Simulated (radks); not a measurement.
Fractional charge and spin in the 5p shell of tantalum: the spin-up occupation runs from 2 to 3 and the spin-down occupation from 2 to 3; the fullest corner is Ta2+, [Kr] 4d10 4f14 5s2 5d(up 1.5, down 1.5) 5p(up 3, down 3). Method: scalar-relativistic Kohn-Sham, PBE, spin-polarised, spherical densities, finite nucleus; Fermi nuclear charge, rms radius of each element as measured or else 0.836 A^(1/3) + 0.57 fm; computed with a radial shooting solver on a logarithmic mesh with Libxc functionals. Energy (eV) minus the two flat planes that join the four corners (they meet along the diagonal where the two added fractions sum to one electron); zero is where a piecewise linear energy would lie.

down \ up,2,2.25,2.5,2.75,3
2,0.000,-1.413,-1.875,-1.399,0.000
2.25,-1.413,-1.814,-1.280,0.177,-1.310
2.5,-1.875,-1.280,0.236,-1.194,-1.734
2.75,-1.399,0.177,-1.194,-1.677,-1.291
3,0.000,-1.310,-1.734,-1.291,0.000

Corners above the fullest one (they belong to Ta3+ and the next ion): (up 3, down 2) 61.734 eV, (up 2, down 3) 61.734 eV, (up 2, down 2) 138.87 eV. With half an added electron in each spin the energy lies 0.236 eV from the planes, and with half an added electron in spin up alone -1.875 eV. The planes are only a guide here: the flat-plane condition holds for ground states with one frontier orbital, while this shell lies below other occupied shells, so the corners above the fullest one are inner-hole states and not the ground states of those ions.
